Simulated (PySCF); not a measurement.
A structure optimised at PBE0-D3(BJ)/def2-SVP, used in a PySCF frequency run:

```xyz
6

O      1.6351    -1.2555     0.0000
Ge     0.0054    -0.6502     0.0000
F     -0.8567    -1.2632     1.3540
F     -0.8567    -1.2632    -1.3540
Br     0.0140     1.5945     0.0000
H      1.6776    -2.2205     0.0000
```

Problem. Write its SMILES, formula and point group.

Solution. [OH][Ge]([F])([F])[Br], BrF2GeHO, Cs

Problem. What are its rotational constants (standard atomic weights)?

Solution. 3.5347, 1.2826, 1.2708 GHz
